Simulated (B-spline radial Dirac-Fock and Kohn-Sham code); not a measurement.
**Binding energies of Bi²⁹⁺ at several levels of theory**

System: Bi²⁹⁺ in the configuration [Kr] 4d10 4f8.

The density-functional columns are spherical, spin-unpolarised Dirac-Kohn-Sham results without Breit or QED terms: −ε is minus the orbital energy of the initial state and ΔSCF the difference of two total energies. The reference in the last column comes from Dirac-Fock (average of configuration) total-energy differences with a finite nucleus, the Breit interaction including its frequency dependence, and self-energy and vacuum-polarisation corrections. All numbers are from a radial B-spline solver, in eV; a selection of levels is shown. For the 1s level of heavy atoms much of the gap between ΔSCF and the reference is the Breit and QED part, -515.0 eV here; for other levels the error of the functional can be larger.

```csv
level,LDA −ε,LDA ΔSCF,Dirac-Fock
K,91337.3,92010.9,91505.6
L1,17178.3,17319.8,17371.7
L2,16555.5,16733.8,16690.5
L3,14237.9,14387.4,14397.0
M1,4857.0,4910.7,4971.3
M2,4573.9,4630.7,4667.5
M3,4052.5,4104.4,4145.6
M4,3585.0,3644.8,3655.4
M5,3474.2,3532.3,3546.6
N1,1781.5,1810.6,1843.4
N2,1657.3,1686.5,1709.4
N3,1517.3,1544.7,1568.9
N4,1314.2,1341.8,1350.1
N5,1286.6,1313.8,1322.7
"N6,7",1022.5,1050.8,1048.9
```

Values without a named source are computed, but for edge energies of neutral atoms, which are taken from tables.
